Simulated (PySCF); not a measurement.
In(CF3)(Cl)2 (CCl2F3In), SMILES [Cl][In]([C](F)(F)F)[Cl]. Atoms are numbered in the order given.

```xyz
7

In    -0.0490     0.0857     0.3672
C      0.2044    -0.4134    -1.7884
F     -0.6698     0.2510    -2.5551
F      0.0280    -1.7251    -2.0030
F      1.4413    -0.0920    -2.2003
Cl    -1.2543     1.9646     1.0926
Cl     0.9003    -1.2367     2.0581
```

Geometry optimised at B3LYP-D3(BJ)/def2-SVP. The structure was generated by enumeration; whether it is a known compound was not checked. The def2 effective core potentials stand for the cores of In; spin–orbit coupling is left out.

Method: TDA-B3LYP/def2-SVPD in PySCF 2.14.0.

Vertical excitations. Gas-phase values at a fixed geometry.

| state | energy (eV) | λ (nm) | f | main pairs |
|---|---|---|---|---|
| S1 | 4.85 | 256 | 0.018 | HOMO−1→LUMO 96 % |
| S2 | 4.91 | 253 | 0.000 | HOMO−2→LUMO 99 % |
| S3 | 5.00 | 248 | 0.066 | HOMO→LUMO 74 %, HOMO−4→LUMO 24 % |
| S4 | 5.25 | 236 | 0.006 | HOMO−3→LUMO 54 %, HOMO→LUMO+1 46 % |
| S5 | 5.32 | 233 | 0.022 | HOMO→LUMO+1 53 %, HOMO−3→LUMO 45 % |
| S6 | 5.40 | 230 | 0.000 | HOMO−1→LUMO+1 100 % |
| S7 | 5.69 | 218 | 0.006 | HOMO−2→LUMO+1 81 %, HOMO−5→LUMO 18 % |
| S8 | 6.02 | 206 | 0.031 | HOMO−3→LUMO+1 65 %, HOMO−4→LUMO 27 % |
| S9 | 6.20 | 200 | 0.009 | HOMO−4→LUMO+1 98 % |
| S10 | 6.57 | 189 | 0.448 | HOMO−4→LUMO 44 %, HOMO−3→LUMO+1 28 %, HOMO→LUMO 17 % |
| T1 | 4.11 | 302 | 0 | HOMO→LUMO 94 % |
| T2 | 4.47 | 277 | 0 | HOMO−1→LUMO 98 % |
| T3 | 4.61 | 269 | 0 | HOMO−2→LUMO 98 % |
| T4 | 4.90 | 253 | 0 | HOMO−3→LUMO 97 % |
Triplets are in the Tamm–Dancoff approximation.
